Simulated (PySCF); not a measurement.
Electron correlation in Hf (hafnium, neutral)

[Xe] 4f14 5d2 6s2, high-spin 3F determinant. All numbers are calculated (PySCF 2.14, scalar relativity by spin-free X2C-1e, in x2c-TZVPPall). Frozen: [Xe] 4f14; 4 electrons correlated.

| level | correlation energy (mhartree) |
| --- | --- |
| CCSD | -60.70 |
| (T) | -3.20 |
| CCSD(T) | -63.90 |

Diagnostics: T1 = 0.024, D1 = 0.0571, largest double amplitude 0.073.

**Question.** Is a single reference adequate?

**Answer.** Mostly. T1 lies below 0.03, but a double amplitude of this size points to a near-degeneracy that CCSD handles and MP2 describes poorly.
